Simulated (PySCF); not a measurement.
Core-level binding energies of SeCl2

Species: SeCl₂.
Structure used (PBE0-D3(BJ)/def2-SVP), in Å, numbered top down from 1:
```
atom  x, y, z in Å
Se1    0.0051   -0.0065   -0.9187
Cl2    1.6734   -0.0165    0.4685
Cl3   -1.6785    0.0230    0.4502
```

Method: delta-SCF UKS SCAN, pcX-2 on the ionised atom, pcseg-1 elsewhere, spin-free X2C in PySCF. Each binding energy is the total energy of the core-ionised species, with the hole localised on one atom, minus that of the ground state; both are solved self-consistently, so orbital relaxation is included.

Task: List the computed XPS lines with their assignment.

Result: 
```csv
atom(s),bonded to,level,binding energy (eV),2p1/2 (eV),count
Cl2/Cl3,Se,Cl 2p3/2,206.57,208.23,2
Cl2/Cl3,Se,Cl 1s,2829.18,–,2
```

Task: What is the longest wavelength that can ionise Cl 1s of Cl2 (atom 2)/Cl3 vertically?

Result: λ = hc/E = 12398.42 eV Å / 2829.18 eV = 4.382 Å.

The first atom of each set that the bonding makes equivalent was ionised and stands for the set. 2p3/2 and 2p1/2 are the ΔSCF energy of one spin-free 2p hole plus the eigenvalues of a spin–orbit and ligand-field matrix of the shell. 2p1/2 minus 2p3/2 (ligand field included): Cl 1.65 eV. No level of selenium is listed. Isolated species at its PBE0-D3(BJ)/def2-SVP geometry, gas phase.
